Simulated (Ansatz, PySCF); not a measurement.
CrO2, SMILES [O]=[Cr]=[O] (connectivity only; charge and spin as stated), neutral, multiplicity 3. Atoms are numbered in the order given.

```xyz
3

Cr     0.0000     0.0000     0.2506
O      0.0000    -1.4541    -0.3827
O      0.0000     1.4541    -0.3827
```
Charge 0, spin multiplicity 3.

Geometry: PBE0-D3(BJ)/def2-TZVP. The spin state was assumed, not searched.

Two levels are set side by side: PBE-D3(BJ)/def2-TZVP (Ansatz, a quantum-chemistry and plane-wave program) and PBE0-D3(BJ)/def2-TZVP (Ansatz). Each level has its own optimised geometry; the coordinates shown are those of the second. Frequencies come from the Hessian of PySCF at each geometry. Differences are taken from unrounded values.

```tsv
quantity	PBE0-D3(BJ)	PBE-D3(BJ)	PBE-D3(BJ) minus PBE0-D3(BJ)
mean bond length (Å)	1.586	1.600	0.014
bond Cr1–O2 (Å)	1.586	1.600	0.014
bond Cr1–O3 (Å)	1.586	1.600	0.014
highest harmonic wavenumber (cm⁻¹)	1061	1007	-54
mean harmonic wavenumber (cm⁻¹)	773	744	-29
zero-point energy (kcal/mol)	3.32	3.19	-0.12
```

GGA bonds tend to be longer and softer than those of functionals with exact exchange. Differences between two approximate levels are no errors against the true value.
